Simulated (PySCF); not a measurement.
C2H4FGa, SMILES C=[CH][GaH][F].

Geometry: B3LYP-D3(BJ)/def2-SVP. The structure was generated by enumeration; whether it is a known compound was not checked. The values are those of a single conformer.

Two levels are set side by side: PBE/def2-TZVP (PySCF) and B3LYP/def2-TZVP (PySCF). Same geometry, gas phase. Differences are taken from unrounded values.

| quantity | B3LYP |
|---|---|
| orbital gap (eV) | 6.28 |
| highest occupied level (eV) | -8.22 |
| lowest empty level (eV) | -1.94 |
| dipole moment (D) | 2.88 |
| mean polarisability (bohr³) | 50.5 |

Question: What does PBE give, and how far is it from B3LYP? (Estimate from the structure and the level; the computed values follow.)

Answer: 
```json
[
 {"quantity": "orbital gap (eV)", "PBE": "4.55", "PBE minus B3LYP": "-1.73"},
 {"quantity": "highest occupied level (eV)", "PBE": "-7.09", "PBE minus B3LYP": "1.13"},
 {"quantity": "lowest empty level (eV)", "PBE": "-2.54", "PBE minus B3LYP": "-0.60"},
 {"quantity": "dipole moment (D)", "PBE": "2.74", "PBE minus B3LYP": "-0.14"},
 {"quantity": "mean polarisability (bohr³)", "PBE": "52.0", "PBE minus B3LYP": "1.5"}
]
```

PBE's occupied levels lie high since its potential decays too fast outside the molecule; exact exchange lowers them and widens the gap. Differences between two approximate levels are no errors against the true value.

Rough cost on one machine, each run with all the roots and properties that it gave: B3LYP against PBE within a factor of 2.
